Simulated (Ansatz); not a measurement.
Input file for Ansatz (an electronic-structure program): FCI/cc-pVDZ on LiH (SMILES [LiH]), a point of a bond scan (R = 2.545 Å).

Ansatz 0.2 input:
```yaml
crystal:
  periodic: [false, false, false]
  atoms:
    - {symbol: Li, position_ang: [-0.00000000, -0.00000000, -0.39768258]}
    - {symbol: H, position_ang: [0.00000000, 0.00000000, 2.14748593]}
basis:
  gaussian:
    orbitals: cc-pVDZ
magnetization: {spin_polarized: false}
correlation: {method: fci, electrons: all}
```

The head of its log:

```
Functional definition: HF
[...]
integrals: 0.00 GiB planned
306 factors; integrals over basis functions are off by at most 1.3e-7 eV
mean field: 0.04 GiB planned
mean field evaluation 1: about -215.6928 eV, gradient 6.3e0 eV
mean field evaluation 2: about -215.6943 eV, gradient 6.3e0 eV
mean field evaluation 4: about -216.0661 eV, gradient 2.5e-1 eV
mean field evaluation 8: about -216.0669 eV, gradient 1.6e-6 eV
mean field -216.06685704 eV, -7.9403105409 hartree, gradient 8.9e-6 eV, S^2 0.000000; 0 other end points of the search recorded, 0 dependent functions left out; unrestricted orbitals would lower it
reference -216.06685704 eV, -7.9403105409 hartree; 2, 2 occupied and 17, 17 virtual orbitals, 306 factors
```

**Question.** Predict the final total energy.

**Answer.** -7.9760 hartree.
